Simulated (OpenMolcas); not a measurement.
## Br4+: effect of the basis set

```json
{
  "Program": "OpenMolcas",
  "Method": "SS-RASPT2, IPEA 0.25 Eh, imaginary shift 0.1 Eh (closed shells correlated: 3d)",
  "Active space": "3 electrons in 9 orbitals (RAS2 4s 4p; RAS3 4d, at most 2 electrons)",
  "State averaging": "2S+1 = 4 odd, 1 root; 2S+1 = 2 odd, 11 roots; 2S+1 = 4 even, 3 roots; 2S+1 = 2 even, 9 roots",
  "Spin-orbit coupling": "RASSI with atomic mean-field integrals over the reference wave functions, term energies averaged over their components"
}
```

A. ANO-RCC-VTZP [6s5p3d1f], DKH2, point nucleus; CASPT2 step roughly 7 core-seconds
B. ANO-R2 [6s5p4d2f1g], X2C, finite nucleus; CASPT2 step of the order of 13 core-seconds
C. ANO-RCC-VQZP [7s6p4d2f1g], DKH2, point nucleus; CASPT2 step roughly 18 core-seconds
D. ANO-RCC [9s8p6d4f2g], DKH2, point nucleus; CASPT2 step about 50 core-seconds

Energies in cm-1 above 4s2 4p 2P* 1/2, the measured ground level; measured values from Moore, Atomic Energy Levels, vol. II, NSRDS-NBS 35 (1971 reprint of NBS Circular 467, 1952).

```json
{"Level": "4s2 4p 2P* 1/2", "A": "0.0", "B": "0.0", "C": "0.0", "D": "0.0", "Measured": "0.0"}
{"Level": "4s2 4p 2P* 3/2", "A": "5520", "B": "5460", "C": "5360", "D": "5430", "Measured": "6090"}
{"Level": "4s 4p2 4P 1/2", "A": "90100", "B": "91920", "C": "90630", "D": "91520", "Measured": ""}
{"Level": "4s 4p2 4P 3/2", "A": "92300", "B": "94090", "C": "92750", "D": "93670", "Measured": ""}
{"Level": "4s 4p2 4P 5/2", "A": "95330", "B": "97070", "C": "95690", "D": "96620", "Measured": ""}
{"Level": "4s 4p2 2D 3/2", "A": "121090", "B": "121540", "C": "121080", "D": "121520", "Measured": "122941"}
{"Level": "4s 4p2 2D 5/2", "A": "121550", "B": "122020", "C": "121530", "D": "121990", "Measured": "123628"}
{"Level": "4s 4p2 2S 1/2", "A": "150250", "B": "148790", "C": "149560", "D": "149270", "Measured": ""}
{"Level": "4s 4p2 2P 1/2", "A": "160780", "B": "156980", "C": "159660", "D": "158490", "Measured": "158158"}
{"Level": "4s 4p2 2P 3/2", "A": "163710", "B": "159580", "C": "162490", "D": "161250", "Measured": "161011"}
```

Deviations, from unrounded energies. A percentage is the sum of absolute deviations over the sum of measured energies, with the sign that they share, or ± where signs differ.

| Against measurement | Levels | A | B | C | D |
| --- | --- | --- | --- | --- | --- |
| mean absolute deviation (cm-1) | 5 | 2000 | 1200 | 1500 | 860 |
| fine structure of the ground term (%) | 1 | -9.3 | -10.3 | -12.1 | -10.9 |
| other configurations (%) | 4 | ±1.6 | -1.0 | ±1.2 | ±0.6 |

D lies closest to measurement on these levels and A furthest from it. The largest miss of D in the table is 4s 4p2 2D 5/2, by -1600 cm-1. The ranking rests on the paired levels alone, and a cruder setting can come out closer through cancelling errors.

Among A to D the level of the table that moves most is 4s 4p2 2P 3/2, by 4100 cm-1 (lowest in B, highest in A). Moves below CASPT2's spread within the term are not significant.

Active for correlation alone: 4d; no level in the range computed is led by a configuration that fills it, so any true level of that kind is missing. Computed and measured levels are paired by configuration, term and J; levels that our copy of the source lacks, or whose pairing is in doubt (as where it misses far off the trend of its configuration), stay unpaired and out of the deviations. Levels of configurations outside the active space are missing. Levels that lie high or do not pair safely by name in every column are left out.

* marks odd parity.
